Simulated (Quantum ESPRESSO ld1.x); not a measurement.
Results of a calculation; reference values are marked as such.
One sound ld1.x (Quantum ESPRESSO 7.5) input for neutral technetium gives E = -4206.256 hartree in 40 iterations:

```
 &input
    zed=43.0,
    iswitch=1,
    rel=0,
    dft='PBE',
    config='[Kr] 4d5 5s2',
    prefix='ld1',
    max_out_wfc=37,
    file_charge='ld1.rho',
 /
```

Changed or added lines, one case at a time, and what came of them:

- rel=-1: refused. The program stops in ld1_readin with "wrong rel": rel takes 0, 1 or 2.
- confg=1: refused. The program stops in ld1_readin with "reading input namelist": the namelist holds a keyword that &input does not know.
- dft='HF': refused. The program stops in ld1_setup with "HF not implemented yet": ld1.x has no Hartree-Fock; KLI and OEP are its exact-exchange options.
- dx=0.002: refused. The program stops in do_mesh with "ndmx is too small": the mesh holds 3500 points at most, so dx, xmin and rmax must fit that.
- rmax=1000.0: harmless. The energy moves by less than 1e-5 hartree against the default mesh (-4206.256 hartree).
- xmin=-20.0: refused. The program stops in do_mesh with "ndmx is too small": a lower xmin needs more points.
- beta=1.0: harmless. The Broyden-type mixing copes: 13 iterations against 40, same energy.
